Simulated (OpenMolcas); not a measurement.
Computed levels of 4d6 in ions with 42 electrons, in cm-1 above 5D4.

```yaml
Program: OpenMolcas 26.06
Method: MS-CASPT2, IPEA 0.25 Eh, imaginary shift 0.1 Eh
Basis: ANO-R2
Scalar_Hamiltonian: X2C, finite nucleus
Spin-orbit_coupling: state interaction with AMFI integrals over the reference wave functions, term energies averaged over their components
```

Active space for each ion: 6 electrons in 5 orbitals (4d); closed shells correlated by CASPT2: 4s 4p.

| Level | Ru2+ | Pd4+ | Ag5+ |
| --- | --- | --- | --- |
| 5D3 | 1157 | 2050 | 2560 |
| 5D2 | 1846 | 3130 | 3830 |
| 5D1 | 2300 | 3900 | 4770 |
| 5D0 | 2510 | 4250 | 5210 |
| 3P2(1) | 15710 | 19750 | 21760 |
| 3H6 | 16080 | 20390 | 22570 |
| 3H5 | 16330 | 20680 | 22850 |
| 3F3(1) | 17790 | 22820 | 25380 |
| 3F2(1) | 18280 | 23600 | 26290 |

Problem. Estimate 5D0, 3P2(1), 3H6 for Rh3+ from its neighbours Ru2+ and Pd4+.

Solution. 5D0 is fine structure, which grows about as the fourth power of a screened charge, so the fourth roots are averaged: ((2510^0.25 + 4250^0.25) / 2)^4 = 3295. The calculation gives 3290, so the estimate is off by +0.2 %.
3P2(1) is another term, which grows about linearly with the charge: (15710 + 19750) / 2 = 17730. The calculation gives 17970, so the estimate is off by -1.3 %.
3H6 is another term, which grows about linearly with the charge: (16080 + 20390) / 2 = 18235. The calculation gives 18410, so the estimate is off by -1.0 %.

Mixed levels, with the weight of the term that names them: Ag5+ 3H5 (73 %), Ag5+ 3F3(1) (75 %).

CASPT2 does not keep the components of a term degenerate, so their means are used; among the terms shown or strongly mixed into the levels shown the widest spread is 450 cm-1 (4d6 3G, Ru2+). Levels of configurations with an s electron are missing; early in the row they begin among the upper levels of the d shell and mix with terms of their name (holds for Ru2+). Only configurations of the active space appear.

A number in round brackets counts repeated terms of one configuration in the order of the reference energies.
